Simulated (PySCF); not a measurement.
This PySCF input asks for the spin–spin couplings of SMILES COB(O)Br, CH₄BBrO₂; the geometry comes from GFN2-xTB.

```python
import basis_set_exchange as bse
import numpy as np
from pyscf import gto, dft
from pyscf.data import nist
from pyscf.prop import ssc

atoms = """
C    -1.394388   -0.498792    0.063676
O    -0.014285   -0.615792    0.316550
B     0.956350    0.230283    0.009554
O     2.209752   -0.076191    0.358067
Br    0.601638    1.884717   -0.929188
H    -1.740091   -1.447512   -0.348809
H    -1.616831    0.308891   -0.639684
H    -1.908848   -0.305786    1.007541
H     2.920265    0.526175    0.137113
"""
names = {"C": "pcJ-1", "O": "pcJ-1", "B": "pcJ-1", "Br": "pcSseg-1", "H": "pcJ-1"}
basis = {el: gto.basis.parse(bse.get_basis(n, elements=[el], fmt="nwchem")) for el, n in names.items()}
mol = gto.M(atom=atoms, basis=basis, charge=0, verbose=0)
mf = dft.RKS(mol, xc="B3LYP")
mf.grids.level = 2
mf.grids.alignment = dft.numint.BLKSIZE   # the property module wants whole blocks of grid points
mf.conv_tol = 1e-9
mf.kernel()

sc = ssc.RKS(mf)
sc.with_fcsd = True   # Fermi contact and spin-dipole together
sc.max_cycle_cphf = 60
g = {"B": 1.7924326, "C": 1.4048236, "H": 5.58569468, "O": -0.757516}   # nuclear g factors of 11B, 13C, 1H, 17O
sc.nuc_pair = [(i, j) for i in range(mol.natm) for j in range(i + 1, mol.natm)
               if mol.atom_pure_symbol(i) in g and mol.atom_pure_symbol(j) in g]
K = sc.kernel()
unit = nist.HARTREE2J / nist.PLANCK * (0.5 * nist.E_MASS / nist.PROTON_MASS) ** 2
for (i, j), k in zip(sc.nuc_pair, K):
    a, b = mol.atom_pure_symbol(i), mol.atom_pure_symbol(j)
    J = unit * g[a] * g[b] * np.trace(k) / 3
    if abs(J) >= 1:
        print("%s%d %s%d %8.1f Hz" % (a, i, b, j, J))
```

Q: What are the results?

A: 
```
C0 O1     12.5 Hz
C0 B2      1.9 Hz
C0 O3     -2.5 Hz
C0 H5    151.8 Hz
C0 H6    147.4 Hz
C0 H7    150.3 Hz
C0 H8      1.6 Hz
O1 B2    -28.5 Hz
O1 O3     20.2 Hz
O1 H5     -8.2 Hz
O1 H7     -5.4 Hz
O1 H8    -10.4 Hz
B2 O3    -25.7 Hz
B2 H5      5.8 Hz
B2 H6      6.0 Hz
B2 H7      1.8 Hz
B2 H8      1.7 Hz
O3 H8    -99.0 Hz
H5 H6    -10.7 Hz
H5 H7    -11.6 Hz
H6 H7    -10.8 Hz
```

These numbers come from an equivalent density-fitted implementation of the same equations, which agrees with the script to about 0.1 Hz, so last digits may differ.

Size and cost of the density-fitted run: 189 basis functions, 71 s wall time on 1 thread of an Arm Neoverse N1, shared host; peak memory 0.79 GiB.
